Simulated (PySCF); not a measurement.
An unknown shows these calculated signals:

¹H NMR (600 MHz, computed): δ 7.57 (d, 1H), 7.06 (d, 1H), 6.13 (s, 1H), 4.48 (s, 3H).

¹³C{¹H} NMR (computed): δ 161.0 (C), 151.2 (CH2), 112.1 (CH), 59.6 (CH3).

[PySCF: coordinates at the GFN2-xTB level; PBE0/pcSseg-1 with gauge-including orbitals; relativity neglected; no solvent; one computed conformer; averaged over atoms made equivalent by symmetry, fast rotation or ring inversion]

Referencing at the same level of theory: ¹H and ¹³C vs TMS.

Q: Which of these does the molecule contain: a (CH3)2CH unit, an ester, a carboxylic acid, a methoxy group, a non-aromatic C=C double bond?

A: 
- A (CH3)2CH unit: no.
- An ester: no.
- A carboxylic acid: no.
- A methoxy group: yes (δC 59.6; δH 4.48 (s)).
- A non-aromatic C=C double bond: yes.

The data belong to SMILES C=N/C(=C/Cl)OC, C4H6ClNO; they needn't prove each group on their own.

Carbon signals by region: 1 in the far downfield region (above 160 ppm), 2 in the sp2 and nitrile region (100–160 ppm), 1 at 50–100 ppm. Above 160 ppm: 161.0, alkene carbon bearing oxygen.

Carbons that carry Cl, above all several Cl atoms, come out too deshielded, partly because spin–orbit coupling is missing. Shifts are as computed. Against solution values, carbons near 30 ppm lie about +3 ppm off and those near 130 ppm about +5 ppm; carbons on Cl a further +6 ppm. Of 1211 compounds with measured shifts, 218 miss one by over three times the rms of a fit or turn the order of signals round; such compounds aren't used in these exercises. Multiplicities follow the n + 1 count of equivalent neighbours, as no J values were calculated; m marks all less simple cases, F and P coupling included.
